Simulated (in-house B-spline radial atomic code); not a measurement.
A calculation on Rb7+: its settings, and results tabulated from the run. Method: Dirac-Kohn-Sham CAM-B3LYP, spherical fractional occupations, exact exchange averaged over the configuration, Fermi nucleus of rms radius 4.2036 fm. Calculated with a radial B-spline atomic code at the basis-set limit.

Command:
```bash
python run_scf.py task.json out
```
Settings (nuclear radius in fm, mass in u):
```
Z                37
configuration    [Ar] 3d10 4s2
hamiltonian      dirac
method           camb3lyp
spin_polarised   False
nucleus          fermi
rms_radius       4.2036
atomic_mass      84.91179
speed_of_light   137.035999084
exact_exchange   averaged over the configuration
```

Output (hartree, bohr):
```
 radial grid: 66 intervals, B-splines of order 8, outer radius 13.5065 bohr

 iter        energy (Eh)    residual
    1       -2951.331196    9.66e-01
    2       -2961.430067    7.78e-01
    3       -2967.864183    1.60e-01
    4       -2968.180421    3.10e-02
    5       -2968.187265    1.86e-02
    6       -2968.191558    9.63e-04
    7       -2968.191562    5.54e-05
    8       -2968.191562    5.83e-06
    9       -2968.191562    1.12e-07

 total energy                     -2968.19156
 kinetic                            3053.0909
 electron-nucleus                  -7043.5156
 Hartree                            1120.2859
 exact exchange                      -20.8001
 exchange-correlation                -77.2526

 first-order corrections (not in the total)
   Gaunt                             1.7310
   retardation                      -0.1668
   frequency dependence             -0.0082
   self-energy                       1.1646
   Uehling                          -0.1222
   Wichmann-Kroll                    0.0015
   recoil                            0.0138

 orbital      occ     eigenvalue          <r>       <r^2>       <1/r>       r_max    small
 1s1/2      2.000      -558.5387    0.0402869  0.00218677     37.8802     0.02628  1.81e-02
 2s1/2      2.000       -78.6903     0.177415   0.0371706     8.51049      0.1496  3.62e-03
 2p1/2      2.000       -71.7340     0.152201   0.0284341     8.47541      0.1173  3.61e-03
 2p3/2      4.000       -69.4930     0.156276   0.0298486     8.16416      0.1206  3.52e-03
 3s1/2      2.000       -15.3550     0.508166    0.296445      2.8347      0.4502  9.05e-04
 3p1/2      2.000       -12.8435     0.508997    0.302532     2.72268      0.4398  8.52e-04
 3p3/2      4.000       -12.5010     0.519099    0.314426     2.64909      0.4485  8.27e-04
 3d3/2      4.000        -8.1086     0.514738     0.32213     2.42613      0.3899  7.15e-04
 3d5/2      6.000        -8.0499     0.518264    0.326393     2.40713      0.3926  7.07e-04
 4s1/2      2.000        -4.7434      1.27909     1.83742     1.05938       1.175  2.13e-04
```

Time taken, with all properties: 4.4 s on 1 thread of Arm Neoverse N1, with other jobs on the host.

For the Dirac Hamiltonian the kinetic term is c α·p + (β - 1)c².
